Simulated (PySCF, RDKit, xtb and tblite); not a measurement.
Torsional profile of C₁₀H₈N₂, SMILES c1cc(-c2ccncc2)ccn1. Scanned: dihedral C2–C3–C4–C5; all other coordinates were relaxed at GFN2-xTB. Points at φ and −φ are mirror images. Heavy atoms are numbered in the order of the SMILES c1cc(-c2ccncc2)ccn1, hydrogens after them in the order of the atoms that carry them; the mirror image has the same energies with the sign of each dihedral reversed.

- UFF // GFN2-xTB (RDKit)
- RKS-B3LYP/LANL2DZ = restricted B3LYP/LANL2DZ, density fitting // GFN2-xTB (PySCF)
- GFN2-xTB (xtb and tblite)

Energies in mEh, each method relative to its own lowest point.

```json
[
 {"φ / °": "-150", "UFF": "0.0", "RKS-B3LYP/LANL2DZ": "0.0", "GFN2-xTB": "0.0"},
 {"φ / °": "-120", "UFF": "0.8", "RKS-B3LYP/LANL2DZ": "2.3", "GFN2-xTB": "0.5"},
 {"φ / °": "-90", "UFF": "3.8", "RKS-B3LYP/LANL2DZ": "5.0", "GFN2-xTB": "2.3"},
 {"φ / °": "-60", "UFF": "0.8", "RKS-B3LYP/LANL2DZ": "2.3", "GFN2-xTB": "0.6"},
 {"φ / °": "-30", "UFF": "0.0", "RKS-B3LYP/LANL2DZ": "0.0", "GFN2-xTB": "0.0"},
 {"φ / °": "0", "UFF": "8.7", "RKS-B3LYP/LANL2DZ": "1.1", "GFN2-xTB": "2.8"},
 {"φ / °": "30", "UFF": "0.0", "RKS-B3LYP/LANL2DZ": "0.0", "GFN2-xTB": "0.0"},
 {"φ / °": "60", "UFF": "0.8", "RKS-B3LYP/LANL2DZ": "2.3", "GFN2-xTB": "0.6"},
 {"φ / °": "90", "UFF": "3.8", "RKS-B3LYP/LANL2DZ": "5.0", "GFN2-xTB": "2.3"},
 {"φ / °": "120", "UFF": "0.8", "RKS-B3LYP/LANL2DZ": "2.3", "GFN2-xTB": "0.5"},
 {"φ / °": "150", "UFF": "0.0", "RKS-B3LYP/LANL2DZ": "0.0", "GFN2-xTB": "0.0"},
 {"φ / °": "180", "UFF": "8.7", "RKS-B3LYP/LANL2DZ": "1.1", "GFN2-xTB": "2.8"}
]
```
